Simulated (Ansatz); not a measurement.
```xyz
10

C    -0.8336   -0.0870    0.8260
N     0.1243    0.7257    0.0330
C     0.8888    0.0146   -0.9780
Zn    1.2180   -1.4001    0.3709
O    -0.2166   -1.1275    1.5119
H    -1.6363   -0.4881    0.1743
H    -1.2898    0.6124    1.5384
H    -0.3479    1.5408   -0.3409
H     1.7653    0.5752   -1.2927
H     0.3278   -0.3660   -1.8429
```

Total charge 0; spin multiplicity 1.

Question: List the PBE/def2-TZVPP orbital energies in eV (Ansatz). (Best estimate.)

Answer: Ansatz gave: Occupied: -9407.19, -1133.67, -999.49, -999.46, -999.38, -509.11, -380.27, -270.32, -269.64, -125.92, -83.34, -83.33, -83.12, -24.25, -21.84, -16.63, -14.46, -12.74, -11.87, -11.69, -11.60, -11.51, -11.25, -10.80, -10.41, -9.42, -9.17, -7.19, -6.07, -5.39, -4.90. Lowest empty: -3.21, -0.62, 0.40, 0.70, 1.63, 2.09, 2.21, 2.46.
